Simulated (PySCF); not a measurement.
Electron correlation in Sc (scandium, neutral)

[Ar] 3d1 4s1 4p1, one real determinant (an excited configuration). Computed with PySCF 2.14 in aug-cc-pVTZ-DK (8s7p5d3f2g, 93 functions), with the spin-free X2C one-electron Hamiltonian (Gaussian nucleus). Frozen: [Ar]; 3 electrons correlated.

```csv
level,correlation energy (mhartree)
CCSD,-9.88
(T),-0.16
CCSD(T),-10.04
```

Diagnostics: T1 = 0.014, D1 = 0.0308, largest double amplitude 0.056.

**Question.** Is a single reference adequate?

**Answer.** Yes: T1 lies below 0.03 and no double amplitude reaches 0.07.

The reference is one real determinant that mixes LS terms of this configuration.
